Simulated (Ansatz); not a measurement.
Calculated with Ansatz (gas phase, PBE0-D4/def2-TZVP geometries, no zero-point term in ΔE). CBS: MP2 limit from def2 TZ/QZ plus the TZ coupled-cluster correction, frozen cores. This one scheme is used for every species. Functionals use def2-TZVPP. For Ge outer-core shells are correlated without core-valence functions, which leaves a few kJ/mol of doubt a bond. Scalar relativity is left out up to krypton. Each species was taken in one conformer, which may not be the lowest.

Consider the formal loss of a carbene: `FC[CH2][GeH3]` → `[CH3][GeH3]` + `[CH]F`.

| species | PBE0-D4 energy (Eh) |
| --- | --- |
| `FC[CH2][GeH3]` | -2256.87864 |
| `[CH3][GeH3]` | -2118.41221 |
| `[CH]F` | -138.31863 |

Problem. Work out ΔE.

Solution. ΔE = (-2118.41221) + (-138.31863) − (-2256.87864) = 0.14780 Eh = +388.0 kJ/mol. CCSD(T)/CBS gives +366.6 kJ/mol.

Largest T1 diagnostic among the species: 0.018.

The D4 term adds +11.0 kJ/mol with B3LYP and +5.9 kJ/mol with PBE0; it sums over pairs of atoms, weighted by their polarisabilities, and B3LYP, whose exchange is more repulsive, gets the larger term. From BLYP to BHLYP (50 % exact exchange), in def2-TZVPP and without D4, ΔE moves by +25.3 kJ/mol.

B3LYP here is the variant with VWN-RPA as its local correlation; programs differ in this.
